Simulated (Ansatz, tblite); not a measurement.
Isomers of Cs₃Br₂ (doublet), found by a short tight-binding search and relaxed with PBE0-D4/def2-SVP in Ansatz.

In the def2 sets Cs takes a core potential; there is no spin–orbit coupling. The xTB rows come from tblite. B3LYP takes the VWN-RPA correlation. Correlated methods freeze 18 core orbitals; core or outer-core shells of Cs, Br are correlated, in sets that lack core-valence functions.

Other spin states weren't relaxed.

A:

Cartesian coordinates in Å:
```
Cs -1.5483 -1.9727 -1.0548
Cs 1.3986 -0.4991 2.2846
Cs 0.1409 2.4400 -1.2241
Br 1.6501 -0.6590 -1.1578
Br -1.6413 0.6908 1.1521
```

B:

```csv
atom,x (Å),y (Å),z (Å)
Cs1,-0.587,0.146,3.482
Cs2,-1.391,3.161,-0.762
Cs3,1.177,-1.942,-1.601
Br4,-0.059,0.919,-2.837
Br5,0.861,-2.284,1.718
```

Question: Estimate their order by electronic energy at ωB97M-V/def2-TZVP, counted from the lowest.

Answer: A (0.0) < B (6.5), in kcal/mol.

Question: Do the other levels pick the same lowest one?

Answer: Not GFN2-xTB, HF/def2-SVP, HF/def2-TZVP. Energies above each level's lowest (kcal/mol):

| level | A | B |
| --- | --- | --- |
| GFN1-xTB | 0.0 | 8.8 |
| GFN2-xTB | 12.4 | 0.0 |
| HF/def2-SVP | 2.2 | 0.0 |
| HF/def2-TZVP | 3.2 | 0.0 |
| PBE-D4/def2-SVP | 0.0 | 7.6 |
| PBE-D4/def2-TZVP | 0.0 | 7.2 |
| revPBE-D4/def2-TZVP | 0.0 | 4.8 |
| r2SCAN-D4/def2-TZVP | 0.0 | 5.8 |
| B3LYP-D4/def2-TZVP | 0.0 | 5.9 |
| PBE0-D4/def2-SVP | 0.0 | 5.8 |
| PBE0-D4/def2-TZVP | 0.0 | 5.2 |
| ωB97M-V/def2-TZVP | 0.0 | 6.5 |
| MP2/def2-SVP | 0.0 | 5.1 |
| MP2/def2-TZVP | 0.0 | 5.0 |
| CCSD/def2-SVP | 0.0 | 4.6 |
| CCSD(T)/def2-SVP | 0.0 | 5.3 |
Point groups (tolerance 0.1 Å): A not assigned, B not assigned. Lower isomers may exist.
